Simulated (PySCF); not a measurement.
**C₆ coefficients of unlike pairs at BHandHLYP**

Calculated with PySCF 2.14 from the dipole response of each species, C₆(A,B) = (3/π) ∫ α_A(iu) α_B(iu) du, in atomic units, from isotropic polarisabilities. For ions this is the dispersion term alone; charge-induced terms of lower order in 1/R come first.

```tsv
species	configuration	basis	relativity	α (bohr³)	C₆ (like pair)
F	[He] 2s2 2p5 (2P)	dyall-av3z (15s9p3d2f)	spin-free X2C	3.303	8.756
Li⁺	1s2 (1S)	x2c-QZVPPall with one added diffuse shell each of s, p type (7s5p2d1f)	spin-free X2C	0.1961	0.07818
S²⁺	[Ne] 3s2 3p2 (3P)	aug-cc-pwCVTZ (8s7p5d3f)	none	7.313	26.47
```

Task: Estimate C₆ for Li⁺ with F.

Result: The integral gives 0.7669. The combination rule 2 C_A C_B / (C_A α_B/α_A + C_B α_A/α_B) gives 0.7453 and the geometric mean 0.8274.

No spin-orbit coupling is included.

The other pairs:

| pair | C₆ |
| --- | --- |
| S²⁺, Li⁺ | 1.169 |
| S²⁺, F | 14.73 |
